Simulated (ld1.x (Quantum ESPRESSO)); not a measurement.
# Cl: excitation energies, all-electron against TM semilocal

| Quantity | Value |
| --- | --- |
| Element | Cl |
| Generator | ld1.x (Quantum ESPRESSO) 7.5 |
| Type | norm-conserving Troullier–Martins (semilocal form) |
| Functional | LDA (PZ) |
| Relativity | non-relativistic |
| Frozen core | [Ne] |
| Valence charge | 7 |
| Reference configuration | 3s2 3p5 |
| Partial waves | 3s (bound): rc 1.20 bohr; 3p (bound): rc 1.55 bohr |
| Local potential | the p channel |
| Core correction | none |

Energies are relative to the spin-unpolarised reference configuration 3s2 3p5; without spin polarisation the order of configurations can differ from experiment. Spin-polarised rows fill each open shell by Hund’s rule, majority spin first. The frozen-core shift is the all-electron ΔE with the core orbitals held at their reference shape minus the fully relaxed ΔE.

Q: Give the all-electron excitation energy and the error of the potential for: 3s2 3p4; 3s2 3p3; 3s2 3p2; 3s1 3p5; 3s1 3p6; 3s2 3p4.5; 3s2 3p5.3; 3s2 3p5 (spin-polarised); 3s2 3p4 (spin-polarised).

A:

| valence configuration | charge | ΔE all-electron (eV) | error AE − PS (meV) | frozen-core shift (meV) |
| --- | --- | --- | --- | --- |
| 3s2 3p4 | +1 | 13.987 | +5.0 | +1.0 |
| 3s2 3p3 | +2 | 39.527 | +34 | +8.4 |
| 3s2 3p2 | +3 | 77.928 | +121 | +35 |
| 3s1 3p5 | +1 | 26.387 | +10 | +1.6 |
| 3s1 3p6 | 0 | 11.866 | +2.2 | +0.1 |
| 3s2 3p4.5 | +0.5 | 5.642 | +0.9 | +0.2 |
| 3s2 3p5.3 | -0.3 | -2.177 | +0.2 | +0.1 |
| 3s2 3p5 (spin-polarised) | 0 | -0.186 | +17 | +0.2 |
| 3s2 3p4 (spin-polarised) | +1 | 13.107 | +95 | +1.9 |

Levels in the configuration 3s2 3p4 (spin-polarised):

```
  level  all-electron (eV)  pseudo (eV)
  3s up            -32.688      -32.763
  3p up            -20.266      -20.320
3s down            -30.755      -30.583
3p down            -18.492      -18.363
```
